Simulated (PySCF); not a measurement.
## Partial charges of `C=CC(C)(C)OBOC`

C6H13BO2.
Z-matrix (Å and degrees, PBE0-D3(BJ)/def2-SVP geometry), rows numbered from 1:
```
C 
C   1  1.3315
C   2  1.5115  1  126.03
C   3  1.5295  2  110.13  1  -133.05
C   3  1.5285  2  108.90  1   106.23
O   3  1.4187  2  111.04  1    -9.43
B   6  1.3526  3  124.98  2   -69.69
O   7  1.3528  6  116.34  3   176.16
C   8  1.3991  7  122.11  6   178.16
H   1  1.0927  2  121.05  3  -178.75
H   1  1.0936  2  121.57  3     0.75
H   2  1.0967  1  119.53  3   177.95
H   4  1.0986  3  111.56  2    57.21
H   4  1.1004  3  109.77  2   177.80
H   4  1.1000  3  110.26  2   -62.97
H   5  1.0997  3  111.11  2    57.39
H   5  1.1003  3  109.86  2   177.78
H   5  1.0987  3  109.57  2   -62.90
H   7  1.2134  6  123.32  3    -4.30
H   9  1.1035  8  112.11  7     2.72
H   9  1.1017  8  109.71  7   123.44
H   9  1.1021  8  109.88  7  -118.02
```

Density: PBE0/pcSseg-1 (PySCF); schemes: Mulliken, IAO, Hirshfeld and ESP-fitted. Geometry: PBE0-D3(BJ)/def2-SVP, one conformer, isolated molecule.

Question: Atoms with like bonding are taken together and averaged. Do the Mulliken, IAO, Hirshfeld and ESP-fitted schemes agree on where the charge is lowest?

Answer: The schemes don't all agree: Mulliken O6 (-0.484); IAO C4/C5 (-0.414); Hirshfeld O8 (-0.177); ESP-fitted C4/C5 (-0.643).

Question: Which atoms carry the highest charge in the Mulliken, IAO, Hirshfeld and ESP-fitted schemes?

Answer: The schemes don't all agree: Mulliken B7 (+0.502); IAO B7 (+0.355); Hirshfeld B7 (+0.201); ESP-fitted C3 (+0.879).

Question: What partial charge does each atom carry?

Answer: In e; atoms taken as equivalent share a row and are averaged (×n: the atom named and its like, n in all):

| atom | environment | Mulliken | IAO | Hirshfeld | ESP-fitted |
| --- | --- | --- | --- | --- | --- |
| C1 | terminal =CH2 carbon | -0.154 | -0.313 | -0.102 | -0.453 |
| C2 | alkene CH carbon | -0.167 | -0.148 | -0.042 | -0.301 |
| C3 | sp3 carbon bound to oxygen | -0.116 | +0.237 | +0.100 | +0.879 |
| C4/C5 | methyl carbon | -0.184 | -0.414 | -0.122 | -0.643 |
| O6 | boron-bound oxygen | -0.484 | -0.396 | -0.162 | -0.629 |
| B7 | three-coordinate boron | +0.502 | +0.355 | +0.201 | +0.668 |
| O8 | boron-bound oxygen | -0.472 | -0.383 | -0.177 | -0.381 |
| C9 | methoxy carbon | -0.031 | -0.188 | -0.027 | -0.097 |
| H10 | vinylic hydrogen | +0.121 | +0.151 | +0.047 | +0.198 |
| H11 | vinylic hydrogen | +0.139 | +0.150 | +0.043 | +0.203 |
| H12 | vinylic hydrogen | +0.104 | +0.141 | +0.046 | +0.160 |
| H13 (×6) | methyl hydrogen | +0.121 | +0.143 | +0.042 | +0.158 |
| H19 | B–H hydrogen | -0.130 | -0.050 | -0.068 | -0.165 |
| H20/H21/H22 | methyl hydrogen | +0.111 | +0.138 | +0.045 | +0.084 |

Mean size of the charges over all atoms: ESP-fitted 0.301 e, IAO 0.209 e, Mulliken 0.175 e, Hirshfeld 0.075 e. Each set sums to the total charge, 0, to within 0.001 e. The ESP scheme is a least-squares fit of atom-centred charges to the potential on four shells outside the van der Waals surface, with the total charge fixed.

Some averages cover members that differ in this geometry: C4/C5, ESP-fitted -0.697 to -0.589; H13 (×6), ESP-fitted +0.128 to +0.180; C4/C5, Mulliken -0.210 to -0.159; H20/H21/H22, ESP-fitted +0.058 to +0.099 e.

Question: How many electrons does the Hirshfeld scheme count on C2?

Answer: Z − q = 6 − (-0.042) = 6.042.

Question: Sum the charges by element, for elements with more than one atom.

Answer: 
```tsv
element	atoms	Mulliken	IAO	Hirshfeld	ESP-fitted
C	6	-0.837	-1.238	-0.314	-1.257
O	2	-0.956	-0.778	-0.339	-1.010
H	13	+1.290	+1.662	+0.452	+1.600
```
